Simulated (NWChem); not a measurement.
Basis-set convergence for H$_{5}$FInN

SMILES: N.[F][InH2]
```xyz
8

In     0.4613     0.1031     0.0000
H      1.0217     0.4766     1.5933
H      1.0217     0.4766    -1.5933
F     -0.6162    -1.6117     0.0000
N     -1.8041     0.8561     0.0000
H     -2.1825     1.3171    -0.8285
H     -2.1825     1.3171     0.8285
H     -2.1054    -0.1279     0.0000
```
Charge 0, spin multiplicity 1.

Program: NWChem. The geometry was optimised at B3LYP/def2-SVP with def2 effective core potentials on In, with no frequency check, so it may be a saddle point.

Quantity: LUMO energy at the level B3LYP.

Effective core potentials replace the inner electrons of In; spin-orbit coupling is left out. B3LYP has NWChem's definition, with VWN1-RPA local correlation. The structure started from a generated list of species.

Relative cost: rough, from shared machines, SCF included, def2-SVP = 1.

```json
[
 {"basis": "def2-SVP", "functions": "79", "LUMO energy (eV)": "?", "relative cost": "1"},
 {"basis": "def2-SVPD", "functions": "115", "LUMO energy (eV)": "?", "relative cost": "under 3"},
 {"basis": "def2-TZVP", "functions": "142", "LUMO energy (eV)": "-0.76", "relative cost": "4"},
 {"basis": "def2-TZVPD", "functions": "178", "LUMO energy (eV)": "?", "relative cost": "8"},
 {"basis": "def2-TZVPP", "functions": "182", "LUMO energy (eV)": "-0.77", "relative cost": "5"}
]
```

**Question.** Fill in the missing entries.

**Answer.** 
- def2-SVP, LUMO energy (eV): -0.37
- def2-SVPD, LUMO energy (eV): -0.79
- def2-TZVPD, LUMO energy (eV): -0.99
